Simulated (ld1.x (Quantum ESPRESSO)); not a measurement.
What one change does to a pseudopotential (S, TM)

| Property | Result |
| --- | --- |
| Element | S |
| Generator | ld1.x (Quantum ESPRESSO) 7.5 |
| Type | norm-conserving Troullier–Martins (Kleinman–Bylander form) |
| Functional | PBE |
| Relativity | fully relativistic |
| Frozen core | [Ne] |
| Valence charge | 6 |
| Reference configuration | 3s2 3p4 |
| Partial waves | 3s (bound): rc 1.00 bohr; 3d channel at -0.15 Ry: rc 1.15 bohr; 3p (bound): rc 1.25 bohr |
| Local potential | the p channel |
| Core correction | none |

Open shells are filled in proportion to 2j + 1 (rel_dist='average').

Change: wave 3p (bound): rc 1.25 bohr becomes 3p (bound): rc 1.64 bohr.

Cutoffs: the cutoffs (Ry, on a coarse ladder) from which the occupation-weighted sum of valence levels, in a spherical-Bessel basis at the reference potential, stays within 10 and 1 mRy of its value at 400 Ry; they do not see the model core or the augmentation charge, which bear on the density cutoff. Errors are all-electron minus pseudo energies relative to the spin-unpolarised reference configuration.

Question: What does the change do?

Answer: The potential gets neither clearly harder nor softer (90 Ry and 230 Ry → 80 Ry and 230 Ry); the s channel sets the loose cutoff, while the largest relative change is in p, which becomes softer; of the 7 tests that both files solve, the error grows in 0 and shrinks in 2 by more than 15 % and 0.3 meV (median size 23.7 → 23.9 meV); neither file shows a bound ghost.

```csv
quantity,base,changed
"cutoff, loose",90 Ry,80 Ry
"cutoff, tight",230 Ry,230 Ry
loose cutoff by channel (10 mRy a level),"s 70 Ry, p 12 Ry","s 70 Ry, p 10 Ry"
bound ghosts,none,none
"largest miss of a reference level, eV",0.06,0.06
"error for 3s2 3p3, meV [ΔE 11.77 eV]",+4.9,+4.0
"error for 3s2 3p2, meV [ΔE 34.05 eV]",+32,+29
"error for 3s2 3p1, meV [ΔE 68.09 eV]",+117,+110
"error for 3s2 3p4.3, meV [ΔE -1.71 eV]",+0.1,+0.1
"error for 3s2 3p0, meV [ΔE 114.89 eV]",+330,+323
"error for 3s1 3p5, meV [ΔE 10.31 eV]",+24,+24
"error for 3s2 3p3.5, meV [ΔE 4.66 eV]",+1.0,+0.7
```
